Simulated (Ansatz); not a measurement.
Z-matrix (Å, degrees):
```
Si
N 1 1.697
O 1 1.647 2 101.9
N 1 1.699 2 112.2 3 -125.3
O 1 1.648 2 115.2 3 119.1
H 2 1.004 1 122.0 3 -9.8
H 2 1.004 1 122.6 3 154.1
H 3 0.958 1 115.5 2 163.0
H 4 1.005 1 122.6 2 69.7
H 4 1.005 1 120.4 2 -134.8
H 5 0.958 1 115.3 2 -30.2
```

Total charge 0; spin multiplicity 1.

Q: List the B3LYP/def2-TZVPP orbital energies in eV (Ansatz). (Estimate.)

A: The calculation gave: Occupied: -1799.47, -520.08, -520.08, -388.62, -388.61, -143.77, -99.13, -99.11, -99.09, -27.36, -26.76, -23.05, -22.60, -15.25, -14.27, -13.43, -12.81, -12.15, -11.44, -10.50, -9.76, -9.09, -8.52, -7.34, -6.88. Lowest empty: 0.38, 1.53, 1.56, 1.68, 2.66, 2.69, 3.37, 4.32.

B3LYP here is the variant with VWN-RPA as its local correlation; programs differ in this.
